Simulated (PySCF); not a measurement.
Mean polarisability (bohr³) of eight silicon and germanium compounds: PBE beside CAM-B3LYP, computed with PySCF for isolated molecules in the bases named; differences from unrounded values. The eight are the first of their class met in an unordered collection, after screening for sound electronic states; none was chosen by its value. Each molecule has one DFT geometry for both levels.

```
molecule                                                     basis  CAM-B3LYP    PBE  difference
-------------------------------------------------------  ---------  ---------  -----  ----------
C2H5F2NSi, SMILES C/C=N/[SiH](F)F                        def2-TZVP       54.1   57.4         3.3
C2H5NOSi, SMILES O[Si@H](C#C)N                           def2-TZVP       54.6   57.8         3.3
silacyclobutane (C3H8Si), SMILES C1C[SiH2]C1             def2-TZVP       60.6   63.1         2.5
CH7NSi3, SMILES [Si@H]1([SiH3])N=C[SiH2]1                def2-TZVP      101.9  107.8         6.0
C2H4GeN2, SMILES N#C/N=[CH]\[GeH3]                       def2-TZVP       66.2   69.6         3.4
C2H7NOSi, SMILES OC/C=N/[SiH3]                           def2-TZVP       64.6   68.8         4.2
GeH₅O₃P, SMILES [OH][Ge]([OH])([OH])[PH2]                def2-TZVP       64.2   67.9         3.7
disilanylformaldehyde (CH6OSi2), SMILES O=C[SiH2][SiH3]  def2-TZVP       72.6   77.7         5.1
```

PBE lies below CAM-B3LYP in 0 and above it in 8 of the eight; the mean signed difference is 3.9 and the largest 6.0 bohr³.
